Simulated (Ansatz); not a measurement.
One change: `N#[C][InH2]` becomes `N#C[SiH3]`.

Ansatz, PBE0-D4/def2-TZVP geometries, multiplicity 1. 

Elements past krypton have def2 core potentials.

```json
{"property": "LUMO energy (PBE0/def2-TZVPP) / eV", "`N#[C][InH2]`": "-2.62"}
{"property": "HOMO energy (PBE/def2-TZVPP) / eV", "`N#[C][InH2]`": "-7.77"}
{"property": "HOMO–LUMO gap (ωB97M-V/def2-TZVPP) / eV", "`N#[C][InH2]`": "10.19"}
{"property": "HOMO energy (ωB97M-V/def2-TZVPP) / eV", "`N#[C][InH2]`": "-11.22"}
{"property": "HOMO–LUMO gap (B3LYP/def2-TZVPP) / eV", "`N#[C][InH2]`": "5.88"}
{"property": "LUMO energy (B3LYP/def2-TZVPP) / eV", "`N#[C][InH2]`": "-2.92"}
```

Task: What does the change do to each property? (Estimate.)

Result: The calculation gave: 
```
                               property  `N#C[SiH3]`  shift
     LUMO energy (PBE0/def2-TZVPP) / eV        -0.62   2.00
      HOMO energy (PBE/def2-TZVPP) / eV        -8.53  -0.76
HOMO–LUMO gap (ωB97M-V/def2-TZVPP) / eV        13.59   3.40
  HOMO energy (ωB97M-V/def2-TZVPP) / eV       -12.15  -0.93
  HOMO–LUMO gap (B3LYP/def2-TZVPP) / eV         8.77   2.89
    LUMO energy (B3LYP/def2-TZVPP) / eV        -0.84   2.08
```

With PBE0 the HOMO falls by 0.85 eV and the LUMO rises by 2.00 eV, so the gap widens by about 2.85 eV. PBE moves the HOMO by -0.76 eV and ωB97M-V by -0.93 eV. The zero-point energy changes by 35.8 kJ/mol with +3 modes.

B3LYP here is the variant with VWN-RPA as its local correlation; programs differ in this.
